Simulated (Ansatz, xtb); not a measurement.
**Relaxing a trial structure of H5InN2**

The starting geometry of this gas-phase singlet has its atoms placed at random.

```xyz
8

In   -0.9689    0.2909   -1.0451
N    -1.2636   -1.2289    0.3480
N     1.4796    0.9438    0.1453
H    -0.5547   -0.3855    0.8801
H     0.0558    1.6559   -0.8986
H     0.0138    0.9032   -0.0614
H     0.8063   -0.8457    0.3146
H     0.3749   -0.2316   -1.9696
```

Q: Guess where an optimisation with r2SCAN-D4/def2-SVP ends from this start.

A: It ends as a structure given below by its coordinates. Distances that change by over a tenth: In1–N3 (2.80 → 2.50 Å), In1–H4 (2.08 → 2.44 Å), N2–H4 (1.22 → 1.04 Å). Contacts that open: In1–H5 (1.71 → 3.05 Å), In1–H6 (1.52 → 3.00 Å). Contacts that close: N3–H5 (1.90 → 1.02 Å), N3–H6 (1.48 → 1.02 Å), N3–H7 (1.92 → 1.02 Å).

The energy falls by 14.42 eV over 32 steps:

| step | E − E(last) (eV) |
| --- | --- |
| 1 | 14.425 |
| 4 | 6.376 |
| 8 | 1.105 |
| 11 | 0.569 |
| 15 | 0.484 |
| 18 | 0.483 |
| 22 | 0.480 |
| 25 | 0.227 |
| 29 | 0.001 |
| 32 | 0.000 |

Final geometry (Å):

```yaml
atoms:
  - { symbol: In, position_ang: [-0.7766, -0.6391, -1.0919] }
  - { symbol: N, position_ang: [-1.9694, -1.2785, 0.2955] }
  - { symbol: N, position_ang: [0.9337, 0.9110, -0.1215] }
  - { symbol: H, position_ang: [-1.6565, -0.8367, 1.1780] }
  - { symbol: H, position_ang: [0.9368, 1.8336, -0.5607] }
  - { symbol: H, position_ang: [0.7378, 1.0520, 0.8712] }
  - { symbol: H, position_ang: [1.8861, 0.5471, -0.1893] }
  - { symbol: H, position_ang: [-0.1488, -0.4873, -2.6679] }
```

From the same start GFN2-xTB ends elsewhere, in pieces: H2InN + H3N.

From so rough a start the end depends on the optimiser's path, so another program may land elsewhere. The end wasn't checked by frequencies. Atoms past krypton carry core potentials, without spin–orbit terms. Run with Ansatz 0.2.0, 2.5 min on 1 thread of Intel(R) Xeon(R) Processor @ 2.50GHz (Skylake/Cascade Lake), with other jobs on the host.
